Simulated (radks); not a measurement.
Results of a calculation; reference values are marked as such.
The osmium ion Os23+, configuration [Kr] 4d10 4f7. Code: a radial shooting solver on a logarithmic mesh with Libxc functionals. Model: Dirac Kohn-Sham, exchange-only PBE, spin-unpolarised, spherical densities, finite nucleus; open shells fill j = l - 1/2 first; Fermi nuclear charge, rms radius 5.4126 fm.

Radial electron density D(r) = 4 pi r^2 rho(r):

r (bohr),D(r) (e/bohr)
0.001773,20.47
0.002272,28.68
0.002911,39.32
0.003731,52.45
0.004743,67.07
0.006078,82.86
0.007788,96.97
0.009981,106.4
0.01279,108.5
0.01626,103.9
0.02083,97.33
0.0267,97.65
0.03421,111.0
0.04349,130.6
0.05574,140.0
0.07142,127.6
0.09153,110.8
0.1173,116.2
0.1491,128.6
0.1911,109.2
0.2448,71.45
0.3138,64.70
0.4021,72.78
0.5111,54.46
0.655,22.55
0.8394,4.943
1.076,0.5376
1.378,0.02530

D(r) has 4 maxima, at r = 0.0121, 0.0549, 0.150, 0.393 bohr, and minima at 0.0235, 0.0984, 0.287 bohr, inside which lie 2.02, 11.15, 29.88 electrons.
